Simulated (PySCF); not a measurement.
# Adding and removing an electron: SrF

PBE0; PySCF, scalar-relativistic core potentials, basis sets Sr def2-SVP with ECP28, F def2-SVP. Neutral (UKS): doublet (σ ↑), Re = 2.090 Å, ωe = 534 cm⁻¹, De = 5.42 eV, HOMO -3.95 eV, LUMO -1.95 eV.

SrF⁺ (UKS): singlet (closed shell), Re = 2.031 Å, ωe = 604 cm⁻¹, De = 5.55 eV to Sr⁺ + F. The energies at the minima are -130.41600 hartree for SrF and -130.21463 for SrF⁺.

Task: Work out the adiabatic ionisation energy, without and with harmonic zero-point energies (1 hartree = 27.2114 eV, 1 eV = 8065.5 cm⁻¹), and the change of the bond length.

Result: At PBE0: 0.20137 hartree = 5.480 eV between the minima; the zero-point term (604.0 − 534.0)/2 cm⁻¹ = +0.004 eV makes it 5.484 eV. Re changes by -5.9 pm against the neutral. The electron leaves a σ orbital; in so polar a molecule the change of length follows mostly from the change of the ionic charges.

For an ion De counts to the pair picked by the measured ionisation energies or electron affinities, which need not be the lowest pair at this level. States were picked by a PBE0 search and need not be the measured ground states.
